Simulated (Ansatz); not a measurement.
Steps of a relaxation of CH₂AlFTe, SMILES `F[CH]1[AlH][Te]1` with RKS PBE-D4/def2-SVP.

```sh
$ ansatz run in.yaml --threads 2 --pin off --events-out ev --progress --plain --max-ram 4352MiB
```

```yaml
crystal:
  periodic: [false, false, false]
  atoms:
    - {symbol: F, position_ang: [0.632300, -1.736500, -0.557400]}
    - {symbol: C, position_ang: [0.160500, -0.379700, -0.630800]}
    - {symbol: Al, position_ang: [-0.082600, 0.430200, 1.124500]}
    - {symbol: Te, position_ang: [-1.879000, -0.210500, -0.634600]}
    - {symbol: H, position_ang: [0.689600, 0.222300, -1.415200]}
    - {symbol: H, position_ang: [0.521200, 1.610100, 2.067300]}
basis:
  gaussian: {orbitals: def2-SVP}
hamiltonian: {xc: pbe, dispersion: d4}
relax: {f_tol: 0.03, max_steps: 200}
```

Positions (Å) and forces (eV/Å) along the path, 11 of 11 steps:

```xyz
6
step=1 energy=-17662.4134 eV
F     0.632   -1.736   -0.557   -0.128    0.743   -0.488
C     0.161   -0.380   -0.631    3.504   -0.645    0.338
Al   -0.083    0.430    1.125   -0.581    0.707   -0.553
Te   -1.879   -0.210   -0.635   -2.378    0.467    0.767
H     0.690    0.222   -1.415   -0.127   -0.719   -0.106
H     0.521    1.610    2.067   -0.290   -0.554    0.042
6
step=2 energy=-17663.0044 eV
F     0.670   -1.751   -0.598   -0.262    1.140   -0.094
C     0.279   -0.379   -0.634    1.471   -0.901   -0.268
Al   -0.132    0.555    1.043    0.403    0.496    0.146
Te   -1.917   -0.138   -0.475   -1.029    0.021   -0.150
H     0.716    0.099   -1.563   -0.415   -0.408    0.452
H     0.426    1.551    2.182   -0.167   -0.346   -0.085
6
step=3 energy=-17662.9927 eV rejected
F     0.729   -1.678   -0.511    0.382   -0.784   -0.306
C     0.360   -0.396   -0.655   -1.199   -0.222    3.613
Al   -0.106    0.673    0.940   -0.192   -0.278   -0.500
Te   -1.971   -0.108   -0.485   -0.063    0.085    0.052
H     0.613    0.041   -1.546    0.961    1.000   -3.237
H     0.418    1.403    2.210    0.111    0.199    0.377
6
step=4 energy=-17663.1515 eV
F     0.690   -1.723   -0.586    0.149    0.067    0.009
C     0.350   -0.397   -0.617    0.179    0.024   -0.199
Al   -0.112    0.618    1.003   -0.023    0.094   -0.141
Te   -1.949   -0.118   -0.478   -0.240    0.125    0.120
H     0.658    0.055   -1.592   -0.029   -0.182    0.203
H     0.405    1.501    2.223   -0.037   -0.128    0.008
6
step=5 energy=-17663.1626 eV
F     0.777   -1.701   -0.547   -0.194   -0.109   -0.032
C     0.342   -0.415   -0.632    0.265    0.397    0.204
Al   -0.125    0.658    0.954    0.029   -0.017   -0.058
Te   -2.015   -0.067   -0.452    0.100   -0.113   -0.059
H     0.657    0.023   -1.605   -0.174   -0.106   -0.030
H     0.405    1.438    2.237   -0.026   -0.051   -0.025
6
step=6 energy=-17663.1749 eV
F     0.756   -1.696   -0.534   -0.005    0.129    0.043
C     0.384   -0.386   -0.610   -0.151   -0.074   -0.024
Al   -0.151    0.675    0.954    0.018   -0.084   -0.081
Te   -2.013   -0.086   -0.475    0.168    0.042    0.075
H     0.633    0.015   -1.612    0.024   -0.019   -0.044
H     0.432    1.413    2.231   -0.055    0.006    0.032
6
step=7 energy=-17663.1800 eV
F     0.762   -1.696   -0.535   -0.037    0.027    0.027
C     0.375   -0.392   -0.621   -0.024    0.061    0.021
Al   -0.133    0.676    0.950    0.105   -0.009    0.022
Te   -1.994   -0.075   -0.462   -0.041   -0.043   -0.030
H     0.624    0.006   -1.625    0.022   -0.016   -0.027
H     0.407    1.418    2.248   -0.024   -0.019   -0.014
6
step=8 energy=-17663.1808 eV
F     0.754   -1.694   -0.536   -0.007    0.020    0.062
C     0.375   -0.386   -0.625   -0.017   -0.030   -0.046
Al   -0.115    0.683    0.946   -0.036   -0.045   -0.025
Te   -1.991   -0.079   -0.455    0.036    0.006    0.006
H     0.628   -0.003   -1.634    0.000    0.040   -0.014
H     0.391    1.415    2.258    0.024    0.009    0.016
6
step=9 energy=-17663.1814 eV
F     0.754   -1.689   -0.527    0.007   -0.024    0.035
C     0.374   -0.384   -0.627   -0.024    0.000   -0.022
Al   -0.116    0.682    0.945   -0.034   -0.019   -0.015
Te   -1.991   -0.079   -0.457    0.028    0.005    0.007
H     0.627   -0.005   -1.638    0.004    0.032   -0.018
H     0.394    1.411    2.258    0.018    0.006    0.012
6
step=10 energy=-17663.1817 eV
F     0.755   -1.686   -0.518    0.002   -0.025   -0.005
C     0.371   -0.382   -0.629   -0.004    0.030    0.019
Al   -0.123    0.680    0.946    0.015    0.007    0.000
Te   -1.991   -0.081   -0.462   -0.014   -0.008   -0.004
H     0.627   -0.002   -1.639    0.005   -0.002   -0.008
H     0.403    1.407    2.256   -0.004   -0.003   -0.001
6
step=11 energy=-17663.1817 eV
F     0.753   -1.687   -0.519    0.002    0.009    0.003
C     0.371   -0.381   -0.629   -0.002   -0.009   -0.007
Al   -0.121    0.683    0.944   -0.002   -0.004    0.007
Te   -1.991   -0.082   -0.460    0.001    0.004   -0.001
H     0.628   -0.002   -1.639    0.000   -0.002   -0.002
H     0.401    1.406    2.257    0.001    0.002    0.000
```

Run time 18 s (2 threads of an Arm Neoverse V1 on a shared host); peak host memory 0.14 GiB.
